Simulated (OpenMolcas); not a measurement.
Mo2+ (d4) among equal point charges was computed by CASSCF with the d shell active (OpenMolcas, ANO-RCC-VDZP on the metal). Its lowest spin-free states, and all those of the highest spin:

```
2S+1  Degeneracy  E (cm-1)
   5           1       0.0
   3           2      5779
   5           1      9361
   1           1     10848
   3           1     11592
   1           2     13431
   5           1     13808
   3           1     15458
   3           1     16322
   3           2     17045
   3           1     17145
   1           1     18869
   5           2     20500
```

Problem. Is the site octahedral, tetrahedral or cube-like, axial, or of lower symmetry?

Solution. The states with 2S+1 = 5 have orbital degeneracies 1, 1, 1, 2. There are pairs but no triples, so the site is axial: not cubic, but with a proper or improper axis of order three or more. The run had Mo2+ among 5 point charges of -2 e arranged as a square pyramid (C4v), 2.12 Å from the ion, with the axial distance 1.929 Å. The active orbitals were held to one l.

Without dynamic correlation the repulsion within the d shell is too large (B by tens of per cent), so at a given field states of lower spin stand too high. This shell can be high or low spin here, a state of another spin lies low, and with metal d orbitals alone active their balance is uncertain, so the ground spin may be wrong. Point charges give a weaker field than real ligands, and real ions of this kind are as a rule low spin; the high spin found here belongs to the model. Point charges carry no covalency, so the field is a model and not that of real ligands. An unlabelled pair can be two single states that coincide in this model. No measured value stands beside these numbers.
